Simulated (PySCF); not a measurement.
## Adding and removing an electron: MgHg

PBE0; basis Mg def2-SVPD, Hg def2-SVPD with ECP60; scalar-relativistic core potentials; PySCF 2.14. Neutral (UKS): singlet (closed shell), Re = 3.544 Å, ωe = 53.8 cm⁻¹, De = 0.06 eV, HOMO -5.25 eV, LUMO -1.10 eV.

MgHg⁺ (UKS): doublet (σ ↑), Re = 2.878 Å, ωe = 166 cm⁻¹, De = 0.75 eV to Mg⁺ + Hg. The energies at the minima are -353.40215 hartree for MgHg and -353.14977 for MgHg⁺.

(1) Work out the adiabatic ionisation energy, without and with harmonic zero-point energies (1 hartree = 27.2114 eV, 1 eV = 8065.5 cm⁻¹), and the change of the bond length.

Closed-shell solutions of metal pairs were not tested for spin polarisation, which can lower them a little. Weak bonds: MgHg. Basis-set superposition, not corrected here, can be much of De in a small basis, most of all at correlated wavefunction levels. Spin–orbit coupling is left out. For an ion De counts to the pair picked by the measured ionisation energies or electron affinities, which need not be the lowest pair at this level. States were picked by a PBE0 search and need not be the measured ground states.

## Answers

(1) At PBE0: 0.25238 hartree = 6.868 eV between the minima; the zero-point term (166.0 − 53.8)/2 cm⁻¹ = +0.007 eV makes it 6.875 eV. Re changes by -66.6 pm against the neutral. Minus the HOMO energy is 5.25 eV, -1.62 eV from the value between the minima; self-interaction puts the Kohn–Sham level too high, less so with exact exchange. The electron leaves a σ orbital, and the shorter bond of the ion fits an antibonding orbital, or a change in how ionic the bond is.
